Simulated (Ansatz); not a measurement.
Start from `[O]=[Ta]([OH])([F])[F]` and change one atom or group to get `[O]=[Ta]([OH])([F])[Cl]`.

Ansatz, PBE0-D4/def2-TZVP geometries, multiplicity 1. Each molecule was computed in one conformer, which needn't be the lowest.

Elements past krypton have def2 core potentials.

```
                                      property  `[O]=[Ta]([OH])([F])[F]`
          HOMO–LUMO gap (PBE0/def2-TZVPP) / eV                      8.79
            HOMO energy (PBE0/def2-TZVPP) / eV                     -9.84
           HOMO–LUMO gap (PBE/def2-TZVPP) / eV                      6.28
         LUMO energy (ωB97M-V/def2-TZVPP) / eV                      0.58
zero-point energy (PBE0-D4/def2-TZVP) / kJ/mol                      54.4
           LUMO energy (B3LYP/def2-TZVPP) / eV                     -1.35
```

What does the change do to each property? (Estimate.)

Ansatz gave: 
| property | `[O]=[Ta]([OH])([F])[Cl]` | shift |
| --- | --- | --- |
| HOMO–LUMO gap (PBE0/def2-TZVPP) / eV | 7.64 | -1.15 |
| HOMO energy (PBE0/def2-TZVPP) / eV | -9.46 | 0.38 |
| HOMO–LUMO gap (PBE/def2-TZVPP) / eV | 5.28 | -1.00 |
| LUMO energy (ωB97M-V/def2-TZVPP) / eV | 0.35 | -0.23 |
| zero-point energy (PBE0-D4/def2-TZVP) / kJ/mol | 50.7 | -3.7 |
| LUMO energy (B3LYP/def2-TZVPP) / eV | -2.07 | -0.72 |

With PBE0 the HOMO rises by 0.38 eV and the LUMO falls by 0.76 eV, so the gap narrows by about 1.14 eV. PBE moves the HOMO by 0.28 eV and ωB97M-V by 0.51 eV.

B3LYP here is the variant with VWN-RPA as its local correlation; programs differ in this.
